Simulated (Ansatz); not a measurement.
Computed with frozen-core CCSD(T)/def2-TZVPP // B3LYP-D3(BJ)/def2-TZVP in Ansatz (a first-principles code).

Ansatz 0.2 input:
```yaml
crystal:
  periodic: [false, false, false]
  atoms:
    - { symbol: N, position_ang: [-0.993567, -0.068697, 0.026286] }
    - { symbol: Al, position_ang: [1.07515, 0.074397, -0.028329] }
    - { symbol: H, position_ang: [-1.288369, -0.906651, 0.519374] }
    - { symbol: H, position_ang: [-1.381409, -0.106593, -0.911985] }
    - { symbol: H, position_ang: [-1.40229, 0.731652, 0.50023] }
    - { symbol: H, position_ang: [1.370379, 0.12154, 1.540086] }
    - { symbol: H, position_ang: [1.404533, -1.284249, -0.799671] }
    - { symbol: H, position_ang: [1.215574, 1.438601, -0.845993] }
basis:
  gaussian: { orbitals: def2-TZVPP }
correlation:
  method: ccsd_t
```

Output:

```
Functional definition: HF
883 factors; integrals over basis functions are off by at most 1.7e-3 eV
mean field evaluation 1: about -8159.1211 eV, gradient 2.6e1 eV
mean field evaluation 2: about -8159.1249 eV, gradient 2.6e1 eV
mean field evaluation 4: about -8160.8244 eV, gradient 2.6e0 eV
mean field evaluation 8: about -8160.8481 eV, gradient 7.9e-2 eV
mean field evaluation 16: about -8160.8444 eV, gradient 3.4e-1 eV
mean field -8160.84809774 eV, -299.9056359706 hartree, gradient 1.6e-6 eV, S^2 0.000000; 0 other end points of the search recorded, 0 dependent functions left out
6 core orbitals not correlated
reference -8160.84809774 eV, -299.9056359706 hartree; 7, 7 occupied and 144, 144 virtual orbitals, 883 factors
second order -9.09411733 eV of doubles, -0.00000000 eV of singles
cycle   1  -9.72104951 eV  change   -6.3e-1 eV  update   6.3e-2
cycle   2  -10.02898238 eV  change   -3.1e-1 eV  update   2.0e-2
cycle   3  -10.04830858 eV  change   -1.9e-2 eV  update   5.5e-3
cycle   4  -10.04760541 eV  change    7.0e-4 eV  update   1.7e-3
cycle   5  -10.04779106 eV  change   -1.9e-4 eV  update   4.7e-4
cycle   6  -10.04768087 eV  change    1.1e-4 eV  update   1.4e-4
cycle   7  -10.04764689 eV  change    3.4e-5 eV  update   3.9e-5
cycle   8  -10.04764948 eV  change   -2.6e-6 eV  update   1.3e-5
perturbative correction -0.27284250 eV, -0.0100267768 hartree
Total energy: -8171.16858971 eV, -300.2849070550 hartree
```

Cost: very roughly 15 core-seconds.
